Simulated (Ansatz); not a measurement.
## Molecular dynamics of F$_{2}$Sb

Input file:

```yaml
crystal:
  periodic: [false, false, false]
  atoms:
    - { symbol: F, position_ang: [-0.938804, 1.118058, -0.401147] }
    - { symbol: Sb, position_ang: [-0.374949, -0.753039, -0.284133] }
    - { symbol: F, position_ang: [1.302753, -0.42982, 0.67198] }
magnetization:
  spin_polarized: true
  initial_magnetization: 1
basis:
  gaussian: { orbitals: def2-SVP }
hamiltonian:
  xc: pbe
  dispersion: d4
md:
  timestep: 12.0
  n_steps: 120
  ensemble: nvt_langevin
  temperature: 500.0
  initial_velocities: maxwell_boltzmann
  seed: 165371
  friction: 0.05
```

Command:

```bash
$ ansatz run input.yaml --threads 1 --pin off --max-ram 2048MiB --backend cpu --events-out ev --progress --plain --runs-dir out
```

It starts from a relaxed structure.

Output, in part (step lines, the closing report, with atoms numbered from 0):

```
md step     0: t =     0.00 fs  T =   333.3 K  F+E_penalty+E_count = -11962.45921922 eV  E_kin = 0.129260 eV  (27 SCF iters)
md step     1: t =    12.00 fs  T =   264.6 K  F+E_penalty+E_count = -11962.44928293 eV  E_kin = 0.102604 eV  (26 SCF iters)
md step     2: t =    24.00 fs  T =   642.7 K  F+E_penalty+E_count = -11962.41635471 eV  E_kin = 0.249234 eV  (26 SCF iters)
md step     3: t =    36.00 fs  T =   710.4 K  F+E_penalty+E_count = -11962.44005998 eV  E_kin = 0.275463 eV  (26 SCF iters)
md step     4: t =    48.00 fs  T =   381.1 K  F+E_penalty+E_count = -11962.44290502 eV  E_kin = 0.147777 eV  (26 SCF iters)
md step     5: t =    60.00 fs  T =   364.6 K  F+E_penalty+E_count = -11962.43770378 eV  E_kin = 0.141369 eV  (26 SCF iters)
md step     6: t =    72.00 fs  T =   608.5 K  F+E_penalty+E_count = -11962.44526882 eV  E_kin = 0.235982 eV  (26 SCF iters)
md step     7: t =    84.00 fs  T =   245.0 K  F+E_penalty+E_count = -11962.41068661 eV  E_kin = 0.095018 eV  (26 SCF iters)
[... lines left out ...]
Total energy: -11962.41219559 eV, -439.6105397739 hartree
Atom 0 at    -1.231591     0.759815     0.553143 Å, force    -0.871365     0.408543     0.483566 eV/Å
Atom 1 at     0.356410    -0.070436    -0.121656 Å, force     1.187727    -0.876114     0.109889 eV/Å
Atom 2 at     0.910027    -1.124737     1.485540 Å, force    -0.316362     0.467571    -0.593455 eV/Å
Dipole moment:     0.220595     0.083113    -0.571774 e Å
```

The steps, from the saved trajectory:

```tsv
time (fs)	T (K)	potential energy less start (eV)
0.0	333	0.000
48.0	381	0.016
96.0	381	0.020
144.0	389	0.062
192.0	392	0.015
240.0	594	0.018
288.0	470	0.048
336.0	508	0.144
384.0	323	0.053
432.0	429	0.163
480.0	1157	0.121
528.0	721	0.021
576.0	983	0.052
624.0	218	0.096
672.0	673	0.062
720.0	202	0.079
768.0	244	0.015
816.0	626	0.193
864.0	767	0.041
912.0	393	0.096
960.0	711	0.142
1008.0	935	0.109
1056.0	484	0.011
1104.0	407	0.090
1152.0	261	0.111
1200.0	199	0.032
1248.0	537	0.020
1296.0	1384	0.076
1344.0	749	0.181
1392.0	1024	0.031
1440.0	392	0.047
```

All steps were run. The mean temperature of the second half is 14 % above the set value. A run of 1.4 ps of so small a system gives no equilibrium averages.

The same pairs are bonded in the first frame and the last. Pairs count as bonded within 1.25 times the sum of covalent radii (0.12 Å more for H–H).

Last frame:

```xyz
3
Properties=species:S:1:pos:R:3
F -1.232 0.760 0.553
Sb 0.356 -0.070 -0.122
F 0.910 -1.125 1.486
```

Time of the run: 2.9 min on 1 CPU thread of a shared host.
